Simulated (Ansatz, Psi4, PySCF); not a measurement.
Cl₄Te, singlet, geometry from GFN2-xTB (all electrons, no relativity). Base run: PySCF with B3LYP/STO-3G.

Input for PySCF:
```python
from pyscf import gto, scf, dft

mol = gto.M(
    atom='''
Te   -0.005348    0.012234    0.483277
Cl    1.165969   -1.490760   -0.826448
Cl    1.904219    1.503369    0.120414
Cl   -1.146570    1.446389   -0.926392
Cl   -1.907258   -1.496418    0.154168
''',
    basis='sto-3g',
    charge=0,
    spin=0,
    verbose=4,
)

mf = dft.RKS(mol)
mf.xc = 'b3lyp'
mf.kernel()
```

The same geometry, method and basis name were run in Ansatz (a program for electronic structure) and Psi4 and PySCF, at each program's defaults and at the settings that a row names. The base is PySCF at its defaults. Differences at the defaults can come from grids, fitting, cores and function types together.

```csv
code and settings,ΔE vs base (mEh),basis functions,E (Eh),SCF cycles,dipole (D)
"PySCF, defaults (exact integrals, its default grid, spherical functions)",0.000,63,-8369.98577,7,1.51
"Ansatz, defaults (factorised integrals, its default grid, spherical functions)",-0.007,63,-8369.98578,-,-
"PySCF, fine grid",-0.009,63,-8369.98578,7,1.51
"Psi4, exact integrals, spherical functions, fine grid",0.015,63,-8369.98576,8,1.51
"Ansatz, high accuracy",-0.008,63,-8369.98578,-,-
```
